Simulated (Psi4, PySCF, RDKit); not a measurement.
Relaxed torsion scan: SMILES CCCCC#N (C5H9N). Scanned: dihedral C2–C3–C4–C5; all other coordinates were relaxed at GFN2-xTB. Points at φ and −φ are mirror images. Heavy atoms are numbered in the order of the SMILES CCCCC#N, hydrogens after them in the order of the atoms that carry them; the mirror image has the same energies with the sign of each dihedral reversed.

Computed with: RKS-B3LYP/LANL2DZ = restricted B3LYP/LANL2DZ // GFN2-xTB (PySCF); PBE/def2-TZVP // GFN2-xTB (Psi4); MMFF94 // GFN2-xTB (RDKit).

Energies in kcal/mol, each method relative to its own lowest point.

```json
[
 {"φ / °": "-160", "RKS-B3LYP/LANL2DZ": "0.7", "PBE/def2-TZVP": "0.6", "MMFF94": "0.9"},
 {"φ / °": "-140", "RKS-B3LYP/LANL2DZ": "2.1", "PBE/def2-TZVP": "2.1", "MMFF94": "2.8"},
 {"φ / °": "-120", "RKS-B3LYP/LANL2DZ": "2.9", "PBE/def2-TZVP": "2.8", "MMFF94": "3.6"},
 {"φ / °": "-100", "RKS-B3LYP/LANL2DZ": "2.2", "PBE/def2-TZVP": "2.0", "MMFF94": "2.3"},
 {"φ / °": "-80", "RKS-B3LYP/LANL2DZ": "0.7", "PBE/def2-TZVP": "0.6", "MMFF94": "0.5"},
 {"φ / °": "-60", "RKS-B3LYP/LANL2DZ": "0.2", "PBE/def2-TZVP": "0.1", "MMFF94": "0.7"},
 {"φ / °": "-40", "RKS-B3LYP/LANL2DZ": "1.4", "PBE/def2-TZVP": "1.2", "MMFF94": "2.9"},
 {"φ / °": "-20", "RKS-B3LYP/LANL2DZ": "3.3", "PBE/def2-TZVP": "3.0", "MMFF94": "5.7"},
 {"φ / °": "0", "RKS-B3LYP/LANL2DZ": "4.2", "PBE/def2-TZVP": "3.9", "MMFF94": "7.2"},
 {"φ / °": "20", "RKS-B3LYP/LANL2DZ": "3.3", "PBE/def2-TZVP": "3.0", "MMFF94": "5.7"},
 {"φ / °": "40", "RKS-B3LYP/LANL2DZ": "1.4", "PBE/def2-TZVP": "1.2", "MMFF94": "2.9"},
 {"φ / °": "60", "RKS-B3LYP/LANL2DZ": "0.2", "PBE/def2-TZVP": "0.1", "MMFF94": "0.7"},
 {"φ / °": "80", "RKS-B3LYP/LANL2DZ": "0.7", "PBE/def2-TZVP": "0.6", "MMFF94": "0.5"},
 {"φ / °": "100", "RKS-B3LYP/LANL2DZ": "2.2", "PBE/def2-TZVP": "2.0", "MMFF94": "2.3"},
 {"φ / °": "120", "RKS-B3LYP/LANL2DZ": "2.9", "PBE/def2-TZVP": "2.8", "MMFF94": "3.6"},
 {"φ / °": "140", "RKS-B3LYP/LANL2DZ": "2.1", "PBE/def2-TZVP": "2.1", "MMFF94": "2.8"},
 {"φ / °": "160", "RKS-B3LYP/LANL2DZ": "0.7", "PBE/def2-TZVP": "0.6", "MMFF94": "0.9"},
 {"φ / °": "180", "RKS-B3LYP/LANL2DZ": "0.0", "PBE/def2-TZVP": "0.0", "MMFF94": "0.0"}
]
```
